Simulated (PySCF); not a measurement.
**Electric field gradients and quadrupole coupling constants**

C5H6O2S2.
Atom-mapped SMILES: `[O:1]=[CH:2][O:3][CH:4]=[C:5]1[S:6][CH2:7][CH2:8][S:9]1` (hydrogens: H10 on C2; H11 on C4; H12, H13 on C7; H14, H15 on C8)

Geometry (GFN2-xTB, Å), atoms numbered from 1 in this order:
```xyz
15
C5H6O2S2 angstrom
O      4.1110   -0.8250    0.2246
C      3.4933   -0.4924   -0.7435
O      2.1897   -0.2528   -0.8146
C      1.4364   -0.3878    0.3337
C      0.1258   -0.1383    0.3090
S     -0.8831   -0.3455    1.7355
C     -2.2777    0.6171    1.0511
C     -2.3847    0.2593   -0.4120
S     -0.7132    0.4194   -1.1371
H      3.9273   -0.3301   -1.7430
H      1.9654   -0.7027    1.2215
H     -3.1716    0.3439    1.6087
H     -2.0610    1.6769    1.1913
H     -3.0436    0.9361   -0.9529
H     -2.7184   -0.7702   -0.5488
```

Field gradients from the PBE0/pcSseg-1 density (PySCF, non-relativistic), principal values in atomic units, ordered |Vxx| ≤ |Vyy| ≤ |Vzz|:

| atom | Vxx | Vyy | Vzz |
| --- | --- | --- | --- |
| O1 | 0.5826 | 1.0146 | -1.5972 |
| O3 | -0.6636 | -0.9537 | 1.6173 |
| S6 | 0.4932 | 2.4870 | -2.9802 |
| S9 | 0.4337 | 2.4585 | -2.8922 |

Problem. Find the asymmetry η = (Vxx − Vyy)/Vzz and the couplings χ = eQV/h (234.96 MHz × Q in barn × V in au), with Q(17O) = −0.0256 b, Q(33S) = −0.0678 b.

Solution. 
```json
{"atom": "O1", "environment": "ester carbonyl oxygen", "nucleus": "17O", "η": "0.27", "χzz (MHz)": "9.61", "χxx (MHz)": "-3.50", "χyy (MHz)": "-6.10"}
{"atom": "O3", "environment": "ester single-bonded oxygen", "nucleus": "17O", "η": "0.18", "χzz (MHz)": "-9.73", "χxx (MHz)": "3.99", "χyy (MHz)": "5.74"}
{"atom": "S6", "environment": "sulfide sulfur", "nucleus": "33S", "η": "0.67", "χzz (MHz)": "47.48", "χxx (MHz)": "-7.86", "χyy (MHz)": "-39.62"}
{"atom": "S9", "environment": "sulfide sulfur", "nucleus": "33S", "η": "0.70", "χzz (MHz)": "46.07", "χxx (MHz)": "-6.91", "χyy (MHz)": "-39.17"}
```

The tensor is traceless: Vxx + Vyy + Vzz = 0.

Problem. What is Vzz at S9 in SI units (1 au = 9.71736 × 10²¹ V/m²)?

Solution. -2.8922 au = -28.105 × 10²¹ V/m².

Problem. And the gradient at the other heavy atoms, for which no coupling is worked out here?

Solution. 
```json
{"atom": "C2", "environment": "ester carbonyl carbon", "Vzz (au)": "-0.412", "η": "0.82"}
{"atom": "C4", "environment": "vinylic carbon bearing oxygen", "Vzz (au)": "0.369", "η": "0.62"}
{"atom": "C5", "environment": "fully substituted alkene carbon", "Vzz (au)": "-0.220", "η": "0.91"}
{"atom": "C7", "environment": "sp3 carbon bound to sulfur", "Vzz (au)": "0.278", "η": "0.41"}
{"atom": "C8", "environment": "sp3 carbon bound to sulfur", "Vzz (au)": "0.272", "η": "0.43"}
```

Problem. What couplings would deuterons (Q(2H) = 0.00286 b) have in place of the hydrogens, at this geometry?

Solution. 
```json
{"atom": "H10", "bonded to": "C2", "bond length (Å)": "1.102", "Vzz (au)": "0.2772", "η": "0.04", "χzz (kHz)": "186"}
{"atom": "H11", "bonded to": "C4", "bond length (Å)": "1.080", "Vzz (au)": "0.3147", "η": "0.14", "χzz (kHz)": "211"}
{"atom": "H12", "bonded to": "C7", "bond length (Å)": "1.088", "Vzz (au)": "0.3080", "η": "0.04", "χzz (kHz)": "207"}
{"atom": "H13", "bonded to": "C7", "bond length (Å)": "1.091", "Vzz (au)": "0.2994", "η": "0.02", "χzz (kHz)": "201"}
{"atom": "H14", "bonded to": "C8", "bond length (Å)": "1.088", "Vzz (au)": "0.3078", "η": "0.04", "χzz (kHz)": "207"}
{"atom": "H15", "bonded to": "C8", "bond length (Å)": "1.091", "Vzz (au)": "0.2996", "η": "0.02", "χzz (kHz)": "201"}
```

One conformer (not necessarily the lowest) at the GFN2-xTB geometry, without solvent, vibrations or thermal averaging. GFN2-xTB bond lengths can be off by several hundredths of an ångström, more for odd bonds, and the gradients follow them. These gradients aren't converged with respect to the basis.
